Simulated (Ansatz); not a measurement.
The inner images of a band of ClFH4OW + H2 (10 atoms, charge 0, multiplicity 1) are given out of order.

All numbers below come from Ansatz, RKS PBE/def2-SVP.

First end point:

```xyz
10
Properties=species:S:1:pos:R:3
W -0.072 0.570 0.316
O -0.539 0.164 2.050
H -0.684 -0.457 2.783
H 2.005 -0.766 0.774
H -1.456 1.454 -0.050
H -1.379 -0.349 -0.299
H -0.127 -1.135 0.079
F 0.657 0.487 -1.393
Cl 1.080 2.620 0.743
H 2.292 -0.071 0.968
```

Last end point:

```xyz
10
Properties=species:S:1:pos:R:3
W 0.204 0.360 -0.262
O 0.168 -0.228 2.049
H -0.678 0.065 2.439
H 1.608 -0.374 0.304
H -0.937 1.230 0.624
H -1.274 -0.439 0.011
H 0.199 -1.337 -0.203
F 0.179 0.678 -2.080
Cl 1.478 2.168 0.672
H 0.831 0.396 2.418
```

Task: Put them in order from the first end to the last, with their energies above the first end.
A.
```xyz
10
Properties=species:S:1:pos:R:3
W -0.006 0.044 -0.030
O -0.119 0.273 1.972
H 0.370 -0.432 2.438
H 0.870 -1.205 0.735
H -1.185 1.195 0.406
H -1.593 -0.271 -0.508
H -0.476 -1.543 -0.361
F 0.899 0.600 -1.545
Cl 1.875 2.247 0.975
H 1.143 1.610 1.889
```
B.
```xyz
10
Properties=species:S:1:pos:R:3
W 0.169 0.258 -0.211
O -0.090 0.241 2.142
H 0.451 -0.481 2.515
H 1.204 -0.806 0.598
H -0.981 1.315 0.420
H -1.471 -0.209 -0.281
H -0.286 -1.392 -0.146
F 0.618 0.549 -1.967
Cl 1.660 1.998 0.689
H 0.504 1.045 2.213
```
C.
```xyz
10
Properties=species:S:1:pos:R:3
W -0.072 0.272 0.191
O -0.526 -0.003 1.957
H -0.156 -0.474 2.722
H 1.582 -0.389 0.963
H -1.351 1.414 0.068
H -1.604 -0.210 -0.387
H -0.397 -1.384 -0.099
F 0.758 0.365 -1.463
Cl 1.656 2.240 0.873
H 1.886 0.687 1.147
```
D.
```xyz
10
Properties=species:S:1:pos:R:3
W 0.223 0.373 -0.264
O -0.144 0.186 2.102
H -0.186 -0.772 2.292
H 1.505 -0.358 0.554
H -0.850 1.510 0.352
H -1.374 -0.155 -0.003
H -0.005 -1.279 0.106
F 0.319 0.328 -2.106
Cl 1.615 2.188 0.400
H 0.675 0.497 2.538
```
E.
```xyz
10
Properties=species:S:1:pos:R:3
W -0.091 0.081 0.023
O -0.552 0.071 1.902
H -0.038 -0.547 2.454
H 1.098 -0.951 0.789
H -1.304 1.302 0.263
H -1.654 -0.340 -0.472
H -0.445 -1.560 -0.179
F 0.807 0.559 -1.538
Cl 1.714 2.283 0.874
H 2.245 1.620 1.857
```

Result: C (+25.9 kcal/mol), E (+34.5 kcal/mol), A (+30.6 kcal/mol), B (+11.4 kcal/mol), D (+8.2 kcal/mol).

Run time: 7.1 min on 2 threads of Arm Neoverse V1, with other jobs on the host, peak memory 0.16 GiB.
